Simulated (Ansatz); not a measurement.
Relaxation of `CN(C)c1cc2sc(-c3cc4sc(-c5cc6sc(C#N)cc6s5)cc4s3)cc2s1` with RKS PBE-D4/def2-SVP.

```sh
$ ansatz run in.yaml --threads 2 --pin off --events-out ev --progress --plain --max-ram 32768MiB --backend cuda --devices 0, --max-vram 18GiB
```

```yaml
crystal:
  periodic: [false, false, false]
  atoms:
    - {symbol: C, position_ang: [-8.507370, -1.768930, -0.301520]}
    - {symbol: N, position_ang: [-7.831720, -0.596580, 0.197760]}
    - {symbol: C, position_ang: [-8.539460, 0.176510, 1.190360]}
    - {symbol: C, position_ang: [-6.470680, -0.543160, 0.196950]}
    - {symbol: C, position_ang: [-5.659230, 0.270050, 0.951840]}
    - {symbol: C, position_ang: [-4.308740, 0.119830, 0.601610]}
    - {symbol: S, position_ang: [-2.835250, 0.824190, 1.159890]}
    - {symbol: C, position_ang: [-1.913190, -0.142530, 0.011910]}
    - {symbol: C, position_ang: [-0.500820, -0.028000, -0.037410]}
    - {symbol: C, position_ang: [0.312970, 0.730820, 0.772850]}
    - {symbol: C, position_ang: [1.660360, 0.586020, 0.433800]}
    - {symbol: S, position_ang: [3.138660, 1.238360, 1.041810]}
    - {symbol: C, position_ang: [4.052420, 0.342800, -0.165410]}
    - {symbol: C, position_ang: [5.466090, 0.463750, -0.217760]}
    - {symbol: C, position_ang: [6.273990, 1.224730, 0.595220]}
    - {symbol: C, position_ang: [7.621380, 1.111970, 0.236290]}
    - {symbol: S, position_ang: [9.090970, 1.792670, 0.830380]}
    - {symbol: C, position_ang: [9.995250, 0.923760, -0.399040]}
    - {symbol: C, position_ang: [11.381400, 1.050100, -0.471340]}
    - {symbol: N, position_ang: [12.523640, 1.151270, -0.536190]}
    - {symbol: C, position_ang: [9.198070, 0.155050, -1.214920]}
    - {symbol: C, position_ang: [7.853840, 0.264080, -0.850930]}
    - {symbol: S, position_ang: [6.374440, -0.410800, -1.440950]}
    - {symbol: C, position_ang: [3.240980, -0.414450, -0.979670]}
    - {symbol: C, position_ang: [1.894240, -0.277760, -0.638640]}
    - {symbol: S, position_ang: [0.408900, -0.928980, -1.241830]}
    - {symbol: C, position_ang: [-2.723750, -0.953600, -0.749680]}
    - {symbol: C, position_ang: [-4.068800, -0.804440, -0.410380]}
    - {symbol: S, position_ang: [-5.557770, -1.517780, -0.950100]}
    - {symbol: H, position_ang: [-7.989390, -2.144090, -1.182190]}
    - {symbol: H, position_ang: [-8.549610, -2.568490, 0.447940]}
    - {symbol: H, position_ang: [-9.524570, -1.499320, -0.584950]}
    - {symbol: H, position_ang: [-9.599010, 0.175260, 0.942400]}
    - {symbol: H, position_ang: [-8.412650, -0.227230, 2.201690]}
    - {symbol: H, position_ang: [-8.181270, 1.205150, 1.174480]}
    - {symbol: H, position_ang: [-5.999760, 0.931180, 1.724320]}
    - {symbol: H, position_ang: [-0.060090, 1.349280, 1.567990]}
    - {symbol: H, position_ang: [5.899510, 1.828820, 1.401300]}
    - {symbol: H, position_ang: [9.576680, -0.444740, -2.022750]}
    - {symbol: H, position_ang: [3.614840, -1.028800, -1.778460]}
    - {symbol: H, position_ang: [-2.345470, -1.615970, -1.506670]}
basis:
  gaussian: {orbitals: def2-SVP, fitting: {mean_field: def2-universal-jkfit}}
hamiltonian: {xc: pbe, dispersion: d4}
scf: {lower_state_search: "off"}
output: {orbitals: {seedname: orbitals}}
relax: {f_tol: 0.03, max_steps: 70}
```

Hardware: 2 threads of AMD EPYC 7R13 on a shared host and a share (18 GiB) of an NVIDIA H100 80GB HBM3. Wall time 33 s, peak host memory 1 GiB.

Positions (Å) and forces (eV/Å) at steps 1, 2, 3, 4, 7, 8 of 10:

```xyz
41
step=1 energy=-89868.8629 eV
C    -8.507   -1.769   -0.302    0.185    0.365    0.204
N    -7.832   -0.597    0.198   -0.412   -0.007   -0.024
C    -8.539    0.177    1.190    0.294   -0.223   -0.379
C    -6.471   -0.543    0.197   -0.294   -0.232   -0.382
C    -5.659    0.270    0.952    0.281    0.270    0.347
C    -4.309    0.120    0.602    0.143    0.293    0.254
S    -2.835    0.824    1.160    0.116    0.199    0.185
C    -1.913   -0.143    0.012    0.149    0.315    0.311
C    -0.501   -0.028   -0.037   -0.169   -0.283   -0.334
C     0.313    0.731    0.773    0.245    0.141    0.144
C     1.660    0.586    0.434    0.231    0.275    0.300
S     3.139    1.238    1.042    0.136    0.206    0.217
C     4.052    0.343   -0.165    0.174    0.281    0.336
C     5.466    0.464   -0.218   -0.173   -0.272   -0.316
C     6.274    1.225    0.595    0.252    0.149    0.149
C     7.621    1.112    0.236    0.248    0.264    0.293
S     9.091    1.793    0.830    0.112    0.201    0.231
C     9.995    0.924   -0.399    0.092    0.314    0.387
C    11.381    1.050   -0.471   -2.508   -0.194    0.161
N    12.524    1.151   -0.536    3.512    0.318   -0.186
C     9.198    0.155   -1.215   -0.308   -0.184   -0.166
C     7.854    0.264   -0.851   -0.205   -0.261   -0.288
S     6.374   -0.411   -1.441   -0.094   -0.219   -0.265
C     3.241   -0.414   -0.980   -0.257   -0.127   -0.104
C     1.894   -0.278   -0.639   -0.246   -0.275   -0.305
S     0.409   -0.929   -1.242   -0.086   -0.226   -0.270
C    -2.724   -0.954   -0.750   -0.204   -0.158   -0.101
C    -4.069   -0.804   -0.410   -0.342   -0.266   -0.288
S    -5.558   -1.518   -0.950   -0.033   -0.397   -0.368
H    -7.989   -2.144   -1.182    0.219   -0.278   -0.566
H    -8.550   -2.568    0.448   -0.052   -0.545    0.371
H    -9.525   -1.499   -0.585   -0.578    0.072   -0.211
H    -9.599    0.175    0.942   -0.623    0.043   -0.096
H    -8.413   -0.227    2.202    0.059   -0.186    0.636
H    -8.181    1.205    1.174    0.154    0.626    0.061
H    -6.000    0.931    1.724   -0.371    0.495    0.606
H    -0.060    1.349    1.568   -0.321    0.485    0.640
H     5.900    1.829    1.401   -0.320    0.470    0.626
H     9.577   -0.445   -2.023    0.353   -0.429   -0.587
H     3.615   -1.029   -1.778    0.322   -0.484   -0.626
H    -2.345   -1.616   -1.507    0.319   -0.537   -0.594
41
step=2 energy=-89869.2010 eV
C    -8.581   -1.781   -0.309    0.077    0.129    0.079
N    -7.907   -0.604    0.202   -0.158   -0.018   -0.013
C    -8.610    0.175    1.201    0.092   -0.086   -0.144
C    -6.538   -0.534    0.189   -0.095   -0.091    0.007
C    -5.717    0.276    0.967    0.111    0.175    0.119
C    -4.358    0.126    0.603    0.008    0.047    0.059
S    -2.871    0.823    1.153    0.091    0.153    0.129
C    -1.936   -0.150    0.012    0.038    0.027    0.062
C    -0.510   -0.030   -0.033   -0.051   -0.038   -0.033
C     0.316    0.736    0.784    0.081    0.081    0.083
C     1.674    0.593    0.436    0.015    0.077    0.083
S     3.164    1.247    1.031    0.098    0.143    0.159
C     4.090    0.349   -0.172    0.051    0.044    0.041
C     5.517    0.477   -0.221   -0.052   -0.024   -0.037
C     6.338    1.245    0.598    0.095    0.077    0.091
C     7.697    1.125    0.236    0.029    0.079    0.085
S     9.179    1.798    0.824    0.069    0.153    0.175
C    10.095    0.927   -0.402    0.096    0.057    0.064
C    11.496    1.059   -0.472    0.293    0.032   -0.008
N    12.667    1.167   -0.535   -0.077    0.002    0.017
C     9.285    0.151   -1.224   -0.167   -0.102   -0.104
C     7.929    0.268   -0.858    0.017   -0.070   -0.086
S     6.437   -0.398   -1.445   -0.075   -0.158   -0.178
C     3.266   -0.419   -0.989   -0.091   -0.075   -0.074
C     1.908   -0.279   -0.643   -0.014   -0.076   -0.085
S     0.412   -0.929   -1.239   -0.071   -0.150   -0.180
C    -2.760   -0.973   -0.750   -0.080   -0.071   -0.083
C    -4.118   -0.808   -0.415   -0.030   -0.070   -0.061
S    -5.615   -1.523   -0.951   -0.049   -0.186   -0.220
H    -8.074   -2.144   -1.219    0.054   -0.060   -0.165
H    -8.606   -2.613    0.428   -0.007   -0.151    0.085
H    -9.618   -1.522   -0.581   -0.162    0.021   -0.050
H    -9.686    0.172    0.966   -0.177    0.009   -0.016
H    -8.471   -0.223    2.228    0.015   -0.045    0.187
H    -8.257    1.220    1.182    0.042    0.176    0.011
H    -6.068    0.937    1.759   -0.127    0.112    0.132
H    -0.063    1.362    1.594   -0.086    0.121    0.161
H     5.957    1.861    1.414   -0.083    0.116    0.157
H     9.671   -0.460   -2.041    0.113   -0.102   -0.142
H     3.645   -1.048   -1.798    0.088   -0.123   -0.157
H    -2.376   -1.658   -1.509    0.077   -0.134   -0.149
41
step=3 energy=-89869.2325 eV
C    -8.607   -1.787   -0.313    0.023    0.005    0.000
N    -7.934   -0.613    0.211   -0.044   -0.026    0.016
C    -8.638    0.168    1.210    0.009   -0.006   -0.022
C    -6.561   -0.538    0.196   -0.016    0.089    0.012
C    -5.738    0.291    0.965    0.044   -0.017    0.032
C    -4.374    0.132    0.603   -0.062   -0.016   -0.053
S    -2.880    0.831    1.148    0.027    0.020    0.053
C    -1.943   -0.159    0.018    0.019   -0.010   -0.069
C    -0.511   -0.036   -0.025   -0.031    0.047    0.049
C     0.319    0.739    0.792    0.011   -0.004    0.004
C     1.681    0.597    0.438   -0.057   -0.027   -0.027
S     3.177    1.256    1.029    0.022    0.039    0.038
C     4.104    0.354   -0.178    0.027   -0.037   -0.045
C     5.537    0.486   -0.226   -0.031    0.032    0.060
C     6.363    1.256    0.598    0.008    0.009   -0.005
C     7.726    1.133    0.234   -0.043   -0.029   -0.025
S     9.213    1.805    0.823    0.014    0.029    0.039
C    10.131    0.925   -0.403    0.012   -0.034   -0.055
C    11.536    1.058   -0.468    0.024   -0.005   -0.009
N    12.708    1.167   -0.526   -0.019    0.006    0.013
C     9.315    0.147   -1.229   -0.032   -0.010    0.010
C     7.956    0.269   -0.863    0.055    0.035    0.028
S     6.458   -0.398   -1.449   -0.015   -0.032   -0.047
C     3.275   -0.421   -0.995   -0.013   -0.002   -0.004
C     1.914   -0.281   -0.645    0.053    0.031    0.027
S     0.412   -0.934   -1.238   -0.014   -0.046   -0.040
C    -2.774   -0.982   -0.750   -0.002   -0.019    0.013
C    -4.136   -0.811   -0.416    0.046    0.051    0.020
S    -5.638   -1.519   -0.960   -0.011   -0.085   -0.012
H    -8.115   -2.125   -1.248   -0.015    0.013    0.006
H    -8.611   -2.644    0.404    0.004    0.012   -0.026
H    -9.656   -1.533   -0.564    0.016   -0.004    0.012
H    -9.721    0.159    0.983    0.007   -0.004    0.007
H    -8.490   -0.220    2.247   -0.001    0.008   -0.001
H    -8.291    1.221    1.185   -0.007    0.001   -0.001
H    -6.099    0.961    1.753   -0.024   -0.023   -0.009
H    -0.062    1.367    1.607   -0.003   -0.009   -0.007
H     5.980    1.877    1.419   -0.002   -0.006   -0.009
H     9.707   -0.469   -2.048    0.019    0.013    0.011
H     3.657   -1.056   -1.806    0.004    0.009    0.007
H    -2.389   -1.673   -1.512   -0.003    0.003    0.010
41
step=4 energy=-89869.2342 eV
C    -8.608   -1.783   -0.321    0.006    0.003   -0.008
N    -7.938   -0.612    0.212   -0.004   -0.015    0.006
C    -8.642    0.170    1.209   -0.001    0.006   -0.005
C    -6.564   -0.534    0.196   -0.007   -0.039    0.080
C    -5.740    0.286    0.973    0.017    0.025   -0.033
C    -4.376    0.131    0.606   -0.027   -0.045   -0.005
S    -2.880    0.827    1.155    0.000    0.029   -0.017
C    -1.944   -0.156    0.015    0.013   -0.056    0.003
C    -0.512   -0.033   -0.027   -0.013    0.013    0.038
C     0.319    0.741    0.791    0.004    0.003   -0.016
C     1.681    0.600    0.436   -0.027   -0.025   -0.021
S     3.178    1.262    1.026    0.001    0.004    0.008
C     4.106    0.357   -0.181    0.012   -0.017   -0.030
C     5.538    0.489   -0.228   -0.015    0.033    0.022
C     6.365    1.261    0.593    0.004   -0.014   -0.003
C     7.728    1.134    0.231   -0.022   -0.019   -0.025
S     9.217    1.804    0.823    0.001    0.010    0.001
C    10.136    0.923   -0.404    0.007   -0.030   -0.019
C    11.542    1.054   -0.467   -0.015   -0.011   -0.009
N    12.713    1.163   -0.520   -0.002    0.007    0.010
C     9.318    0.144   -1.229   -0.016    0.014    0.002
C     7.959    0.269   -0.865    0.023    0.021    0.026
S     6.460   -0.394   -1.454    0.001   -0.011   -0.003
C     3.276   -0.419   -0.997   -0.005   -0.001    0.009
C     1.914   -0.278   -0.646    0.027    0.022    0.025
S     0.412   -0.937   -1.237   -0.001    0.003   -0.015
C    -2.775   -0.987   -0.744    0.002    0.017   -0.004
C    -4.137   -0.814   -0.410    0.024    0.012    0.037
S    -5.638   -1.540   -0.941   -0.010    0.023   -0.024
H    -8.125   -2.105   -1.266   -0.009    0.016    0.008
H    -8.600   -2.651    0.383    0.008    0.016   -0.022
H    -9.662   -1.532   -0.556    0.019   -0.005    0.012
H    -9.727    0.153    0.985    0.016   -0.004    0.005
H    -8.490   -0.213    2.248    0.001    0.008   -0.015
H    -8.303    1.225    1.179   -0.003   -0.009    0.000
H    -6.103    0.951    1.764   -0.011   -0.006   -0.024
H    -0.062    1.369    1.607    0.003   -0.008   -0.016
H     5.983    1.883    1.414    0.004   -0.011   -0.013
H     9.713   -0.473   -2.047    0.005    0.013    0.014
H     3.658   -1.054   -1.808   -0.003    0.012    0.013
H    -2.390   -1.685   -1.501   -0.007    0.018    0.007
41
step=7 energy=-89869.2383 eV
C    -8.597   -1.774   -0.353   -0.007   -0.038   -0.036
N    -7.935   -0.624    0.230    0.024   -0.022    0.004
C    -8.645    0.154    1.225   -0.011    0.010    0.009
C    -6.563   -0.542    0.216   -0.003   -0.012   -0.046
C    -5.742    0.298    0.974   -0.025   -0.001    0.008
C    -4.378    0.134    0.615    0.030    0.033    0.023
S    -2.882    0.849    1.147   -0.008   -0.028   -0.012
C    -1.944   -0.163    0.031   -0.019    0.041    0.014
C    -0.514   -0.033   -0.017    0.019   -0.018   -0.038
C     0.318    0.752    0.788   -0.011   -0.004    0.009
C     1.679    0.612    0.431    0.034    0.026    0.019
S     3.177    1.283    1.012   -0.009   -0.017   -0.019
C     4.103    0.369   -0.190   -0.018    0.023    0.030
C     5.535    0.500   -0.237    0.020   -0.026   -0.034
C     6.364    1.273    0.579   -0.008    0.005    0.002
C     7.727    1.139    0.219    0.026    0.025    0.022
S     9.217    1.808    0.812   -0.006   -0.025   -0.010
C    10.136    0.908   -0.405   -0.008    0.042    0.024
C    11.542    1.033   -0.457    0.012   -0.004   -0.011
N    12.714    1.142   -0.495   -0.012   -0.001    0.003
C     9.316    0.134   -1.230    0.024   -0.012    0.005
C     7.957    0.268   -0.870   -0.031   -0.021   -0.028
S     6.456   -0.395   -1.458    0.005    0.018    0.021
C     3.273   -0.415   -0.997    0.011    0.000   -0.001
C     1.913   -0.274   -0.644   -0.033   -0.023   -0.025
S     0.410   -0.941   -1.227    0.006    0.013    0.026
C    -2.774   -1.003   -0.716    0.006   -0.005    0.005
C    -4.135   -0.828   -0.383   -0.029   -0.029   -0.027
S    -5.636   -1.561   -0.909    0.007    0.015    0.032
H    -8.154   -2.007   -1.346   -0.030    0.015    0.061
H    -8.526   -2.693    0.281   -0.001    0.053   -0.041
H    -9.667   -1.538   -0.515    0.033   -0.019    0.007
H    -9.730    0.115    1.013    0.001   -0.001    0.001
H    -8.476   -0.214    2.266    0.004    0.000   -0.001
H    -8.326    1.215    1.182   -0.003    0.000    0.000
H    -6.115    0.984    1.742    0.019    0.003    0.006
H    -0.063    1.387    1.599    0.002    0.003    0.007
H     5.983    1.900    1.396    0.001    0.004    0.006
H     9.714   -0.487   -2.042   -0.012   -0.009   -0.007
H     3.655   -1.055   -1.802   -0.003   -0.006   -0.005
H    -2.390   -1.709   -1.465    0.002   -0.007    0.000
41
step=8 energy=-89869.2390 eV
C    -8.593   -1.770   -0.365   -0.003   -0.052   -0.041
N    -7.933   -0.626    0.234    0.011   -0.026   -0.002
C    -8.645    0.147    1.232   -0.009    0.009    0.007
C    -6.562   -0.541    0.219    0.000    0.000   -0.032
C    -5.742    0.304    0.972   -0.024   -0.005    0.009
C    -4.378    0.136    0.617    0.019    0.024    0.015
S    -2.883    0.855    1.144   -0.004   -0.018   -0.009
C    -1.944   -0.161    0.033   -0.014    0.028    0.012
C    -0.514   -0.031   -0.015    0.015   -0.018   -0.021
C     0.318    0.757    0.787   -0.010    0.000    0.004
C     1.678    0.617    0.429    0.021    0.017    0.016
S     3.176    1.290    1.007   -0.004   -0.007   -0.014
C     4.102    0.373   -0.193   -0.014    0.013    0.023
C     5.534    0.504   -0.241    0.016   -0.027   -0.018
C     6.363    1.277    0.575   -0.007    0.004    0.003
C     7.726    1.140    0.217    0.016    0.011    0.022
S     9.217    1.805    0.812   -0.004    0.002   -0.021
C    10.134    0.908   -0.407   -0.007    0.003    0.037
C    11.541    1.030   -0.457    0.007   -0.002   -0.005
N    12.713    1.137   -0.492   -0.004   -0.001   -0.001
C     9.315    0.128   -1.228    0.019    0.011   -0.011
C     7.956    0.267   -0.870   -0.017   -0.023   -0.015
S     6.454   -0.396   -1.457    0.001    0.015    0.009
C     3.272   -0.414   -0.996    0.010    0.002   -0.003
C     1.912   -0.273   -0.643   -0.020   -0.019   -0.017
S     0.410   -0.943   -1.222    0.002    0.010    0.013
C    -2.773   -1.008   -0.708    0.004   -0.001   -0.001
C    -4.135   -0.832   -0.375   -0.017   -0.020   -0.018
S    -5.635   -1.567   -0.899    0.004    0.004    0.022
H    -8.164   -1.975   -1.371   -0.037    0.017    0.082
H    -8.501   -2.704    0.246   -0.007    0.074   -0.050
H    -9.669   -1.542   -0.502    0.046   -0.022    0.006
H    -9.730    0.100    1.025    0.003   -0.001    0.001
H    -8.467   -0.218    2.272    0.003    0.000   -0.002
H    -8.334    1.211    1.186   -0.003   -0.001    0.000
H    -6.115    0.994    1.736    0.016    0.002    0.003
H    -0.063    1.393    1.597    0.001    0.003    0.004
H     5.982    1.905    1.391    0.000    0.005    0.003
H     9.713   -0.497   -2.037   -0.010   -0.004   -0.007
H     3.654   -1.058   -1.799   -0.002   -0.004   -0.004
H    -2.389   -1.719   -1.451    0.002   -0.004    0.000
```

Single mean-field runs in def2-SVP are fitted with def2-universal-jkfit.
